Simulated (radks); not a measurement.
Results of a calculation; reference values are marked as such.
Task: Species: Dy47+. Configuration: [Ar] 3d1. Level of theory: Dirac Kohn-Sham, exchange-only PBE, spin-unpolarised, spherical densities, finite nucleus; open shells fill j = l - 1/2 first; Fermi nuclear charge, rms radius 5.2218 fm (a radial shooting solver on a logarithmic mesh with Libxc functionals). Some entries of the table are withheld. Estimate them.

| orbital | occ. | eigenvalue (eV) | <r^2> (bohr^2) | <r> (bohr) |
|---|---|---|---|---|
| 1s1/2 | 2 | (1) | 0.0006094 | 0.02112 |
| 2s1/2 | 2 | -11837.59 | 0.009287 | 0.08847 |
| 2p1/2 | 2 | -11429.13 | 0.006712 | 0.07373 |
| 2p3/2 | 4 | -10616.60 | 0.007883 | 0.08059 |
| 3s1/2 | 2 | (2) | 0.05446 | 0.2184 |
| 3p1/2 | 2 | -4342.325 | 0.04946 | 0.2065 |
| 3p3/2 | 4 | -4141.195 | 0.05453 | 0.2172 |
| 3d3/2 | 1 | (3) | 0.04079 | 0.1877 |
| 3d5/2 | 0 | (4) | 0.04214 | 0.1911 |

Result: 
(1) 1s1/2 eigenvalue (eV): -56586.51
(2) 3s1/2 eigenvalue (eV): -4499.567
(3) 3d3/2 eigenvalue (eV): -3909.722
(4) 3d5/2 eigenvalue (eV): -3862.411
